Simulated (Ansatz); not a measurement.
```xyz
2

C     0.0000    0.0000    0.0000
O     0.0000    0.0000    1.6950
```

Basis set: pcseg-2 (spherical functions). Charge 0, multiplicity 1.

Computed with Ansatz (development build ahead of 0.2.0); each method stands on the lowest determinant of its kind that the runs found.

The atomization energy at this shape (free ground-state atoms in the same class of orbitals less the molecule, no zero-point energy) of singlet CO:

```tsv
method	atomization energy
UHF	108.5 kJ/mol
RHF	-49.4 kJ/mol
```

What does PBE (unrestricted) give?

562.9 kJ/mol. Caution: the shape is not the minimum. Caution for UHF: the unrestricted determinant is a mixture of spin states. Caution for RHF: an unrestricted determinant lies well below.
